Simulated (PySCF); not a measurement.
**Excitation energy of Al⁺ by level of theory**

Al⁺ [Ne] 3s2 (1S) → Al⁺ [Ne] 3s1 3p1 (3P), as a difference of total energies. Computed with PySCF 2.14 in dyall-av3z, with scalar relativity by spin-free X2C-1e. Correlated levels: valence: [Ne] frozen; virtual orbitals above 40 to 60 times the deepest correlated orbital energy dropped. The calculations carry no spin-orbit coupling.

```json
{"method": "UHF", "excitation energy (eV)": "3.553", "error (eV)": "-1.098"}
{"method": "LDA", "excitation energy (eV)": "4.716", "error (eV)": "+0.065"}
{"method": "PBE", "excitation energy (eV)": "4.540", "error (eV)": "-0.111"}
{"method": "PBE0", "excitation energy (eV)": "4.412", "error (eV)": "-0.239"}
{"method": "r2SCAN", "excitation energy (eV)": "4.133", "error (eV)": "-0.518"}
{"method": "BHandHLYP", "excitation energy (eV)": "4.636", "error (eV)": "-0.015"}
{"method": "TPSSh", "excitation energy (eV)": "4.384", "error (eV)": "-0.267"}
{"method": "wB97M-V", "excitation energy (eV)": "5.049", "error (eV)": "+0.398"}
{"method": "TPSS", "excitation energy (eV)": "4.402", "error (eV)": "-0.249"}
{"method": "MP2 (valence)", "excitation energy (eV)": "4.259", "error (eV)": "-0.392"}
{"method": "SCS-MP2 (valence)", "excitation energy (eV)": "4.462", "error (eV)": "-0.189"}
```

Reference: 4.651 eV (measured; NIST levels, between the centres of gravity of the two terms).

Errors of the correlated levels include the incompleteness of this basis and the frozen core.
